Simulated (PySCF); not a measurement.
Compound: C7H8O.
SMILES: `C#CC1=C(C)COC1`

The calculation used TDDFT B3LYP/def2-SVPD, vertical, gas phase, core orbitals frozen in the response in PySCF. Isolated species at its PBE0-D3(BJ)/def2-SVP geometry, gas phase.

Broadening: Gaussians 0.25 eV wide at half height, area fixed by f = 4.319×10⁻⁹ ∫ε dν̃. The width is an assumption, not a result. The curve ends short of the highest state used, and states not computed would add to its high-energy end.

λ (nm), ε (L mol⁻¹ cm⁻¹) and a bar:
```
    210.0       2578 ####
    212.0       4099 ######
    214.0       6342 #########
    216.0       9395 #############
    218.1      12412 ##################
    220.1      13394 ###################
    222.1      11759 #################
    224.1       8411 ############
    226.1       4975 #######
    228.2       2416 ###
    230.2       1103 ##
    232.2        565 #
    234.2        572 #
    236.2       1210 ##
    238.2       2843 ####
    240.3       6051 #########
    242.3      10481 ###############
    244.3      15400 ######################
    246.3      19322 ############################
    248.3      20853 ##############################
    250.4      19358 ############################
    252.4      15678 #######################
    254.4      11149 ################
    256.4       7004 ##########
    258.4       3910 ######
    260.4       1951 ###
    262.5        838 #
    264.5        337 
    266.5        123 
    268.5         41
```

Question: Locate the maxima and give the states behind the curve.

Answer: 248 nm (4.99 eV), ε about 21000, made up of S1 (100%); 220 nm (5.64 eV), ε about 13000, made up of S3 (97%) (ε in L mol⁻¹ cm⁻¹; maxima over ε = 5, shares over 10%). The states used: S1 4.99 eV (f 0.193); S2 5.42 eV (f 0.0023); S3 5.63 eV (f 0.121); S4 5.71 eV (f 0.0000); S5 5.85 eV (f 0.022); S6 6.50 eV (f 0.0008).

Question: What would ε be at 4.99 eV, the highest of these maxima, with half the width (0.125 eV)?

Answer: About 41700 L mol⁻¹ cm⁻¹ against 20900, a factor of about 2.00; a lone state at its own centre would give exactly 2.

Question: Coming from long wavelengths, where does ε first pass 100 L mol⁻¹ cm⁻¹?

Answer: At about 267 nm (4.65 eV), 0.35 eV below S1.

Question: On this curve, what absorbance would a 10⁻⁵ mol/L sample give at 248 nm over a 1 cm path?

Answer: 248 nm is 4.999 eV, where ε is about 21000 L mol⁻¹ cm⁻¹, so A = ε c l ≈ 0.21 (Beer–Lambert, with the gas-phase spectrum and the assumed width).
